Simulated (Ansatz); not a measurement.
Mulliken charges of `F[CH2][SnH3]` from PBE/def2-TZVPP in Ansatz (PBE0-D4/def2-TZVP geometry).

| atom | x (Å) | y (Å) | z (Å) | charge (e) |
| --- | --- | --- | --- | --- |
| F1 | -1.118 | 1.412 | -0.969 | -0.204 |
| C2 | -0.521 | 0.161 | -0.999 | -0.190 |
| Sn3 | 0.512 | -0.215 | 0.871 | 0.508 |
| H4 | 0.179 | 0.134 | -1.838 | 0.110 |
| H5 | -1.299 | -0.588 | -1.166 | 0.110 |
| H6 | -0.608 | -0.165 | 2.155 | -0.110 |
| H7 | 1.230 | -1.764 | 0.791 | -0.114 |
| H8 | 1.718 | 0.968 | 1.098 | -0.110 |

By hand: the dipole of these point charges (1 e Å = 4.8032 D).

Σ q r = (0.202, -0.365, 0.052) e Å, of length 0.420 e Å = 2.02 D.

How does the dipole of the full density compare? (An estimate is asked.)

The calculation gave: (0.093, -0.257, -0.072) e Å, 1.36 D; the point charges give 1.49 times that, at 24° from its direction.

Point charges leave out the atoms' own dipoles, such as those of lone pairs, and Mulliken's split depends on the basis, so the two needn't agree.
